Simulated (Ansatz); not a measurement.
`O=C[SiH2][SiH](O)Cl` + CH₄ → `C[SiH2][SiH](O)Cl` + `C=O`  (formal exchange of groups at the Si–C bond)

Gas-phase electronic energies from Ansatz, PBE0-D4/def2-TZVP geometries. CBS: MP2 limit from def2 TZ/QZ plus the TZ coupled-cluster correction, frozen cores. This one scheme is used for every species. DFT in def2-TZVPP. B3LYP here is the variant with VWN-RPA as its local correlation; programs differ in this. HSE06 is defined as in plane-wave codes. Each species was taken in one conformer, which may not be the lowest.

| level | ΔE (kJ/mol) | difference from CCSD(T)/CBS |
| --- | --- | --- |
| BLYP-D4 | -2.1 | 10.9 |
| BHLYP-D4 | -12.9 | 0.1 |
| CAM-B3LYP-D4 | -10.6 | 2.4 |
| ωB97X-V | -13.1 | -0.1 |
| PBE-QIDH | -15.1 | -2.1 |
| revPBE | -2.5 | 10.5 |
| B3LYP | -6.4 | 6.6 |
| HSE06 | -9.8 | 3.2 |
| BHLYP | -12.3 | 0.7 |
| RPA@PBE/def2-TZVPP | -15.7 | -2.7 |
| MP2/def2-SVP | -16.5 | -3.5 |
| CCSD/def2-SVP | -16.0 | -3.0 |
| MP2/def2-TZVPP | -16.4 | -3.4 |
| MP2/def2-QZVPP | -15.8 | -2.8 |
| SCS-MP2/def2-QZVPP | -15.1 | -2.1 |
| CCSD/CBS(def2) | -14.8 | -1.8 |
| CCSD(T)/CBS | -13.0 | 0 |

Largest T1 diagnostic among the species: 0.015.

Leaving LDA and LC-ωPBE aside and taking each functional with its dispersion term where it has one, the values spread over 13.0 kJ/mol, from PBE-QIDH to BLYP-D4. From r2SCAN to r2SCAN0 (25 % exact exchange), in def2-TZVPP and without D4, ΔE moves by −5.4 kJ/mol.

CCSD(T)/CBS has its own doubt, a few kJ/mol and more with outer-core shells, so smaller differences from it don't rank the levels.
